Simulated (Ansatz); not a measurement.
Diatomic BeSi, multiplicity 3 (lowest of 2S+1 = 1, 3 at CCSD(T)/def2-TZVPP on PBE0 minima; our sources give no spin for the ground state, which may be another). The T1 diagnostic near the minimum is 0.116, so single-reference values are doubtful.

D_e counts from the fitted minimum to each atom's lowest state at the same level, without counterpoise.

Run with Ansatz (Gaussian orbitals). Each number belongs to the level named beside it.

Problem. One of these levels gives 206.9 kJ/mol for the bond energy D_e. Which one is it?
A. wB97M-V/def2-TZVPP
B. PBE/def2-TZVPP
C. B3LYP/def2-TZVPP
D. SVWN5/def2-TZVPP

Solution. D, SVWN5/def2-TZVPP. The others give 177.0 (PBE/def2-TZVPP), 138.2 (B3LYP/def2-TZVPP), 124.5 (wB97M-V/def2-TZVPP)

Ansatz is a program for electronic structure.
